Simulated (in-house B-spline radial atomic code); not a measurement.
Ca⁺. Computed with a B-spline radial atomic code. Model: non-relativistic spherical atom: semilocal Troullier-Martins pseudo-atom, one channel per l, against all electrons, high spin, G0W0 and RPA with empty states to l = 8, local potential for every l without a channel, a model core (radius 0 = none) keeps its share of the functional.

What the tables leave out is listed at the end.

The pseudopotential gives back the lowest level of each angular momentum of its own functional in the configuration it was made in; a second state of the same l is only approximately right. Exact exchange, RPA and GW see the smooth pseudo-orbitals and miss the exchange with the core, for which the functional's share stands in. The column with an uncorrelated core keeps all orbitals and exact exchange, and so separates missing core correlation from pseudisation. Only the three outermost levels and the lowest empty one were computed. RPA here is direct RPA, with no exchange kernel, and its energies carry an (l + 1/2)⁻⁴ tail. A hybrid on a potential with a model core restores only its own semilocal share of the core's exchange.

Command:
```bash
python run_psgw.py task.json out
```
Settings (lengths in bohr, energies in hartree):
```
Z                      20
electrons              19
configuration          [Ar] 4s1
generated_in           [Ar] 4s1
functional             pbe,pbe
core_shells            3
radius_factor          0.9
core_correction        True
ion_configuration      [Ne] 3s2 3p6
```

Run time, properties included: 25 s on 1 thread of Arm Neoverse V2 (shared host).

Given: made with PBE; model core radius 0.621 bohr; local radius 1.095 bohr; mean-field start PBE.

Valence shells of the generating configuration: 3s, 3p, 4s.

Channel: s 0.907, p 0.944, d 2.16 (radii in bohr).

Computed: largest level miss in the spin-unpolarised generating configuration 0.036 eV; valence RPA correlation energy all-electron orbitals -0.50505 hartree; all-electron RPA polarisability, core included 47.099 bohr³; pseudo-atom RPA polarisability 46.512 bohr³; ionisation by mean-field all-electron 11.99 eV; ionisation by mean-field pseudo minus all 0.051 eV; ionisation by RPA all-electron 12.44 eV.

| level | occupied | mean-field all-electron (eV) | mean-field pseudo minus all (eV) | G0W0 all-electron (eV) | G0W0 uncorrelated core minus all (eV) | G0W0 pseudo minus all (eV) | exchange self-energy all-electron (eV) | exchange self-energy pseudo (eV) |
| --- | --- | --- | --- | --- | --- | --- | --- | --- |
| 4s up | 1 | -9.3035 | -0.036 | -12.315 | 0.013 | -0.058 | -8.2971 | -7.9041 |
| 3d up (empty) | 0 | -8.6167 | -0.001 | -4.407 | 0.063 | 0.006 | -7.4205 | -6.7026 |

What is the valence RPA correlation energy pseudo?

-0.54438 hartree.

What is the ionisation by RPA pseudo minus all?

0.044 eV.

Given: mean-field start PBE0.

Computed: valence RPA correlation energy pseudo -0.50228 hartree; all-electron RPA polarisability, core included 39.667 bohr³; pseudo-atom RPA polarisability 39.504 bohr³; ionisation by mean-field all-electron 11.875 eV; ionisation by RPA all-electron 12.235 eV; ionisation by RPA pseudo minus all 0.024 eV.

```tsv
level	occupied	mean-field all-electron (eV)	mean-field pseudo minus all (eV)	G0W0 all-electron (eV)	G0W0 uncorrelated core minus all (eV)	G0W0 pseudo minus all (eV)	exchange self-energy all-electron (eV)	exchange self-energy pseudo (eV)
4s up	1	-9.9147	-0.017	-12.285	0.014	-0.032	-8.1837	-7.793
4s down (empty)	0	-7.3449	-0.018	-6.2355	0.012	-0.034	-1.4253	-1.0137
```

What is the valence RPA correlation energy all-electron orbitals?

-0.46641 hartree.

What is the ionisation by mean-field pseudo minus all?

0.023 eV.

Among the listed levels the largest G0W0 shift of the pseudo-atom is -0.06 eV, for 4s up on the PBE start, while leaving the core uncorrelated moves that level by +0.01 eV. The rest, -0.07 eV, comes from pseudisation and the lost core exchange. Not in the tables (levels of low weight, unsolved or above zero; the highest and the empty levels are kept at any weight): on PBE the G0W0 levels 3p down (pseudo minus all -0.08 eV, weights 0.35 and 0.37), 3p up (pseudo minus all -0.08 eV, weights 0.35 and 0.37); on PBE0 the G0W0 levels 3p down (pseudo minus all -0.10 eV, weights 0.74 and 0.75), 3p up (pseudo minus all -0.10 eV, weights 0.73 and 0.74); no Hartree-Fock pseudo-atom is run with a model core.
